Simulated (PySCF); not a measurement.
# Spectroscopy problems

- σ from GIAO-PBE0/pcSseg-1
- geometry from GFN2-xTB
- program: PySCF 2.14
- one averaged value for each set of equivalent atoms, one conformer, gas phase, non-relativistic Hamiltonian

δ = σ(ref) − σ, references computed at the same level: ¹H, ¹³C vs TMS. Splittings of carbon signals by F and P are missing where no couplings were computed. Where no couplings were computed, multiplicities follow the n + 1 count of equivalent neighbours, and m marks all less simple cases (inequivalent or close neighbours, rings, F or P nearby). Shifts are as computed. Against solution values, carbons near 30 ppm lie about +3 ppm off and those near 130 ppm about +5 ppm. Of 1211 compounds with measured shifts, 218 miss one by over three times the rms of a fit or turn the order of signals round; such compounds aren't used in these exercises.

**Question.** C5H12NOP. ¹H NMR (400 MHz, computed): δ 7.88 (m, 1H), 3.85 (s, 3H), 3.15 (m, 2H), 2.29 (s, 6H). ¹³C{¹H} NMR (computed): δ 202.7 (CH), 61.6 (CH3), 60.5 (CH2), 48.3 (CH3). What is it?

**Answer.** `CO/C=P\CN(C)C`. 4 carbon signals for 5 carbons: some carbons are equivalent by symmetry or fast rotation. Carbon types of the structure: 1 × CH, 1 × CH2, 3 × CH3, which accounts for all hydrogens. δC 202.7: carbon double-bonded to a heavier main-group atom. δC 61.6: methyl carbon bonded to O; deshielded by the electronegative neighbour. δC 60.5: sp3 CH2 bonded to N and P; deshielded by the electronegative neighbour. δH 2.29: hydrogen on a methyl carbon bonded to N; its carbon carries N, which withdraws density.

This is the structure that produced the data.

**Question.** C5H3F3OP2. ¹H NMR (600 MHz, computed): δ 7.80 (m, 1H), 7.37 (m, 1H), 6.92 (m, 1H). ¹³C{¹H} NMR (computed): δ 167.6 (C), 153.4 (CH), 142.2 (C), 133.7 (CH), 121.1 (CH). Identify the compound.

**Answer.** SMILES FC(F)(F)/P=P/c1ccco1. 5 carbon signals for 5 carbons: no two carbons are equivalent. Carbon types of the structure: 2 × C, 3 × CH, which accounts for all hydrogens. δC 167.6: substituted aromatic carbon next to the ring oxygen. δC 153.4: aromatic CH next to the ring oxygen. δC 142.2: CF3 carbon; 3 electronegative neighbours deshield it. δC 133.7, 121.1: aromatic CH.

The shifts were computed for this structure.
